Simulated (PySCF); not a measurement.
C3H4BrF. Atoms are numbered in the order given.

```xyz
9

F     -1.5162     2.2041     0.6799
C     -1.1468     1.1348    -0.0605
C     -1.7587    -0.1901     0.2471
C     -0.3251     0.0896     0.6010
Br     1.0995    -0.7594    -0.3398
H     -0.9332     1.3957    -1.1023
H     -2.4602    -0.2409     1.0844
H     -1.9750    -0.8606    -0.5884
H     -0.0857     0.2443     1.6556
```
Charge 0, spin multiplicity 1.

Coordinates come from a PBE0-D3(BJ)/def2-SVP optimisation.

All values below come from PySCF with PBE0/pcSseg-1.

GIAO shieldings, no solvent; atoms listed in one row are averaged. δ = σ(ref) − σ: ¹⁹F against CFCl3 (σ = 167.2 ppm); ¹³C against TMS (σ = 186.3 ppm); ¹H against TMS (σ = 31.56 ppm), references at their B3LYP-D3(BJ)/def2-TZVP geometries, non-relativistic (without spin–orbit terms, shifts of atoms bonded to Cl or Br come out too high).

Problem. Estimate the chemical shifts. (The exact figures need the calculation; the answer reports its results.)

Solution. 
```tsv
nucleus	atoms	count	δ (ppm)
¹⁹F	F1	1	-228.5
¹³C	C2	1	77.1
¹³C	C4	1	31.9
¹³C	C3	1	21.4
¹H	H6	1	4.57
¹H	H9	1	3.14
¹H	H7	1	1.77
¹H	H8	1	1.21
```
